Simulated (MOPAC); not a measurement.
Job for MOPAC: PM7 on BH-, 2S+1 = 2, a spin state set in the input, which need not be the lowest, a point of a bond scan (R = 1.177 Å). Charge -1.

```
PM7 1SCF PRECISE CHARGE=-1 UHF MS=0.5 THREADS=1
BH

H      0.00000000 1     0.00000000 1     0.00000000 1
B      0.00000000 1     0.00000000 1     1.17702900 1
```

The log:

```
*******************************************************************************
 **                                                                           **
 **                              MOPAC v23.2.5                                **
 **                                                                           **
 *******************************************************************************
 ** MOPAC's Digital Object Identifier: https://doi.org/10.5281/zenodo.6511958 **
 **                                                                           **
 ** Please cite the open-source release paper for use of this MOPAC version:  **
 ** J. E. Moussa and J. J. P. Stewart (2026)                                  **
 ** MOPAC: An open-source semiempirical molecular orbital program             **
 ** J. Open Source Softw., 11(119), 8025, https://doi.org/10.21105/joss.08025 **
 *******************************************************************************

                              PM7 CALCULATION RESULTS

 *******************************************************************************
 *  PM7        - The PM7 Hamiltonian to be used
 *  UHF        - UNRESTRICTED HARTREE-FOCK CALCULATION
 *
 *
 *
 *                 CHARGE ON SYSTEM = -1
 *
 *
 *
 *  MS=        - IN MECI, MAGNETIC COMPONENT OF SPIN =  0.5
 *  PRECISE    - TIGHTER CRITERIA TO BE USED
 *  1SCF       - DO 1 SCF AND THEN STOP
 *  THREADS=1  - MULTI-THREADING NOT USED
 *  T=         - A TIME OF 172800.0 SECONDS REQUESTED
 *  DUMP=N     - RESTART FILE WRITTEN EVERY 7200.0 SECONDS REQUESTED
 *******************************************************************************
PM7 1SCF PRECISE CHARGE=-1 UHF MS=0.5 THREADS=1
 BH

   ATOM   CHEMICAL          X               Y               Z
  NUMBER   SYMBOL      (ANGSTROMS)     (ANGSTROMS)     (ANGSTROMS)

     1       H          0.00000000  *   0.00000000  *   0.00000000  *
     2       B          0.00000000  *   0.00000000  *   1.17702900  *



          CARTESIAN COORDINATES

    NO.       ATOM           X           Y           Z

     1         H          0.0000      0.0000      0.0000
     2         B          0.0000      0.0000      1.1770

 General Reference for PM7:
 "Optimization of Parameters for Semiempirical Methods VI: More Modifications to the
 NDDO Approximations and Re-optimization of Parameters", J. J. P. Stewart, J. Mol. Mod., 1:32, 19 (2013)
 https://link.springer.com/article/10.1007/s00894-012-1667-x

           Empirical Formula: H B  =     2 atoms



      MOLECULAR POINT GROUP   :   C*v


          UHF CALCULATION, NO. OF ALPHA ELECTRONS =    3
                           NO. OF BETA  ELECTRONS =    2

 -------------------------------------------------------------------------------
 PM7 1SCF PRECISE CHARGE=-1 UHF MS=0.5 THREADS=1
 BH



     1SCF WAS SPECIFIED, SO BFGS WAS NOT USED
     SCF FIELD WAS ACHIEVED


                              PM7 CALCULATION
                                                       MOPAC v23.2.5 Linux




          FINAL HEAT OF FORMATION =         55.83375 KCAL/MOL =     233.60840 KJ/MOL


          COSMO AREA              =         53.97 SQUARE ANGSTROMS
          COSMO VOLUME            =         37.19 CUBIC ANGSTROMS

          IONIZATION POTENTIAL    =          2.201207 EV
          ALPHA SOMO LUMO (EV)    =         -2.201  7.038
          BETA  SOMO LUMO (EV)    =         -3.672  3.524
          NO. OF ALPHA ELECTRONS  =          3
          NO. OF BETA  ELECTRONS  =          2
          MOLECULAR WEIGHT        =         11.8179         POINT GROUP:  C*v

          MOLECULAR DIMENSIONS (Angstroms)

            Atom       Atom       Distance
            B     2    H     1     1.17703
            B     2    H     1     0.00000
            H     1    B     2     0.00000


          SCF CALCULATIONS        =          1





   ATOM   CHEMICAL          X               Y               Z
  NUMBER   SYMBOL      (ANGSTROMS)     (ANGSTROMS)     (ANGSTROMS)

     1       H          0.00000000  *   0.00000000  *   0.00000000  *
     2       B          0.00000000  *   0.00000000  *   1.17702900  *

                             CARTESIAN COORDINATES

   1    H        0.000000000     0.000000000     0.000000000
   2    B        0.000000000     0.000000000     1.177029000


           Empirical Formula: H B  =     2 atoms



      MOLECULAR POINT GROUP   :   C*v


          ALPHA EIGENVALUES
  -6.36983  -3.21529  -2.20121   7.03781  14.43743


           BETA EIGENVALUES
  -6.29372  -3.67199   3.52421   7.03974  15.14785


              NET ATOMIC CHARGES AND DIPOLE CONTRIBUTIONS

  ATOM NO.   TYPE          CHARGE      No. of ELECS.   s-Pop       p-Pop
    1          H           0.126952        0.8730     0.87305
    2          B          -1.126952        4.1270     0.15634     3.97062
 DIPOLE           X         Y         Z       TOTAL
 POINT-CHG.     0.000     0.000    -1.200     1.200
 HYBRID         0.000     0.000     1.884     1.884
 SUM            0.000     0.000     0.684     0.684


          ATOMIC ORBITAL ELECTRON POPULATIONS

     Atom    s        px        py        pz
    1  H   0.87305
    2  B   0.15634   2.00000   1.00000   0.97062


                    (SZ)    =    0.500000
                    (S**2)  =    0.754420


          ATOMIC ORBITAL SPIN POPULATIONS

    Atom   Total    s     px     py     pz
         Atomic
    1  H  0.0449  0.045
    2  B  0.9551  0.019  0.000  1.000 -0.064

 **********************
 *                    *
 * JOB ENDED NORMALLY *
 *                    *
 **********************




 == MOPAC DONE ==
```

The run finished.

Cost: about 0.03 core-seconds (a rough figure).
